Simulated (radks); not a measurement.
Values are calculated unless marked as measured or tabulated.
Task: Ionisation of Kr+, [Ar] 3d10 4s2 4p5, to Kr2+, [Ar] 3d10 4s2 4p4, under several functionals. Dirac Kohn-Sham, spin-unpolarised, spherical densities, point nucleus; open shells fill j = l - 1/2 first; a radial shooting solver on a logarithmic mesh with Libxc functionals. The NIST Atomic Spectra Database gives 24.360 eV (measured). Rank these functionals by the error of their Delta-SCF ionisation energy: exchange-only B88; OLYP; PBE; LDA (Slater exchange, Perdew-Zunger correlation); revPBE; Wu-Cohen GGA; AM05.

Result: From best to worst: revPBE 24.854 eV (+0.494); AM05 24.866 eV (+0.507); OLYP 24.880 eV (+0.520); PBE 24.888 eV (+0.528); Wu-Cohen GGA 24.906 eV (+0.546); exchange-only B88 23.807 eV (-0.553); LDA (Slater exchange, Perdew-Zunger correlation) 25.043 eV (+0.684). Spin polarisation and multiplet splitting are left out, so open shells lie too high by an amount that depends on their filling.

Beside tabulated values, note that spin-unpolarised runs miss the spin-polarisation part of the exchange energy of open shells.
